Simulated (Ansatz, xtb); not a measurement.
# Two isomers of C5H3ClO3

Structure a: `CC1=C(Cl)C(=O)OC1=O`, a singlet. Structure b: `O=C(O)c1ccc(Cl)o1`, a singlet. Both are isolated molecules in the gas phase, relaxed with B3LYP-D3(BJ)/def2-SVP; the shapes shown needn't be the lowest conformers.

a (Å):

```xyz
12

C    -1.6916   -0.8923   -2.3467
C    -1.6240   -0.5823   -0.8976
C    -1.5850    0.5908   -0.2386
C    -1.5208    0.3358    1.2372
C    -1.5852   -1.6468    0.1515
Cl   -1.6003    2.1792   -0.8603
O    -1.4739    1.1038    2.1439
O    -1.5245   -1.0382    1.3977
O    -1.6009   -2.8311    0.0139
H    -0.8265   -1.5049   -2.6477
H    -2.5909   -1.4892   -2.5687
H    -1.7103    0.0280   -2.9447
```

b (Å):

```xyz
12

C    -1.4154   -0.5577    1.1817
C    -1.6526   -0.5358   -0.2643
C    -0.8886   -0.1395   -1.3356
C    -1.6764   -0.3627   -2.5029
C    -2.8625   -0.8800   -2.0406
Cl   -4.2676   -1.3809   -2.8652
O    -2.1971   -0.9410    2.0165
O    -0.1827   -0.0839    1.4725
O    -2.8647   -0.9900   -0.7039
H    -0.0951   -0.1270    2.4393
H     0.1194    0.2634   -1.2786
H    -1.4177   -0.1734   -3.5407
```

Question: Which of the two would you expect CCSD(T)/def2-SVP + ΔMP2/def2-TZVPP electronic energies to favour?

Answer: Structure a; the calculation gives E(b) − E(a) = +0.462 eV.

Level by level:

```
                             level               geometry  E(b) − E(a) (eV)  departure from the last row (eV)  job, with rough time for the two
                          GFN2-xTB               GFN2-xTB              −0.062                            −0.525              optimisation, 0.15 s
                         HF/STO-3G               GFN2-xTB              +0.557                            +0.095              single point, 0.48 s
                r2SCAN-D4/def2-SVP               GFN2-xTB              +0.469                            +0.006               single point, 4.1 s
             B3LYP-D3(BJ)/def2-SVP  B3LYP-D3(BJ)/def2-SVP              +0.468                            +0.006                optimisation, 32 s
                       HF/def2-SVP  B3LYP-D3(BJ)/def2-SVP              +0.598                            +0.136           part of the CCSD(T) run
                      MP2/def2-SVP  B3LYP-D3(BJ)/def2-SVP              +0.411                            −0.052           part of the CCSD(T) run
                  CCSD(T)/def2-SVP  B3LYP-D3(BJ)/def2-SVP              +0.535                            +0.072                      single point
CCSD(T)/def2-SVP + ΔMP2/def2-TZVPP  B3LYP-D3(BJ)/def2-SVP              +0.462                                               single point, 1.7 min
```

As drawn, b has 3 C∷C, 2 C∷O, 1 O–H in place of 2 C–C, 1 C=C, 1 C=O, 1 C–O, 1 C–H (∷ is an aromatic bond). Structure a has a 5-membered ring, b a 5-membered ring (with an aromatic ring).

GFN2-xTB puts the two in the other order. The largest departure from CCSD(T)/def2-SVP + ΔMP2/def2-TZVPP is that of GFN2-xTB, 0.525 eV. The last row adds to CCSD(T) the change of the MP2 difference between the two basis sets, here −0.072 eV.

With thermal terms from frequencies at re-optimised GFN2-xTB minima (ideal gas, soft modes damped towards free rotors, one conformer each, 298.15 K, 1 atm): on the last row, ΔE + ΔZPE = +0.492, ΔH = +0.473, ΔG = +0.512 eV.

The correlated steps freeze 13 core orbitals. Run with Ansatz 0.2.0, xtb 6.7.1; the last row on 4 threads of Arm Neoverse V1 on a shared host.
